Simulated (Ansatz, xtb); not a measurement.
**Relative energy of two isomers of C3H7BrSi**

Structure X: `[SiH3][C@@H]1C[C@@H]1Br`, a singlet. Structure Y: `[SiH3][C@@H]1C[C@H]1Br`, a singlet. Both are isolated molecules in the gas phase, relaxed with PBE-D3(BJ)/def2-SVP.

Energies in hartree; the thermal terms are from GFN2-xTB frequencies at re-optimised GFN2-xTB minima (ideal gas, soft modes damped towards free rotors, one conformer each, 298.15 K, 1 atm) and include the zero-point energy:

|  | X | Y |
| --- | --- | --- |
| E, CCSD(T)/def2-SVP | −2979.319964 | −2979.319902 |
| E, MP2/def2-SVP | −2979.245077 | −2979.245028 |
| E, MP2/def2-TZVPP | −2979.948864 | −2979.949283 |
| zero-point energy | 0.084686 | 0.084432 |
| H(298 K) − E | 0.092421 | 0.092393 |
| G(298 K) − E | 0.052860 | 0.052054 |

Question: Correct the CCSD(T) difference for the basis set by the MP2 change, then work out ΔE, ΔE₀, ΔH and ΔG for X → Y in kJ/mol (1 Eh = 2625.50 kJ/mol) and the equilibrium ratio [Y]/[X].

Answer: 1. Differences Y − X: CCSD(T) +0.000062, MP2 in the small set +0.000049, MP2 in the large set −0.000419 Eh.
2. ΔE = +0.000062 + (−0.000419 − (+0.000049)) = −0.000406 Eh = −1.07 kJ/mol.
3. ΔE₀ = ΔE + ΔZPE = −0.000406 + (−0.000254) Eh = −1.73 kJ/mol.
4. ΔH = ΔE + (−0.000028) Eh = −1.14 kJ/mol.
5. ΔG = ΔE + (−0.000806) Eh = −3.18 kJ/mol, so ΔS = (ΔH − ΔG)/T = +6.9 J/(mol K).
6. kT = 0.9442 mEh, so K = [Y]/[X] = exp(−ΔG/kT) = exp(+1.28) ≈ 3.6.

The two are too close for this level to say which is favoured. An error of 4 kJ/mol in ΔG would change K by a factor of 5. Mirror images and further conformers aren't counted.

As drawn, both hold the same kinds of bond in the same numbers.

Other levels gave ΔE = +2.0 (GFN2-xTB); −3.7 (HF/STO-3G, GFN2-xTB geometries); −0.2 (r2SCAN-D4/def2-SVP, GFN2-xTB geometries); +0.7 (PBE-D3(BJ)/def2-SVP); −2.3 (HF/def2-SVP); +0.1 (MP2/def2-SVP); +0.2 (CCSD(T)/def2-SVP) kJ/mol. The correlated steps freeze 17 core orbitals; the filled d shell of Br is correlated, in a basis made for valence electrons. Programs: Ansatz 0.2.0, xtb 6.7.1.
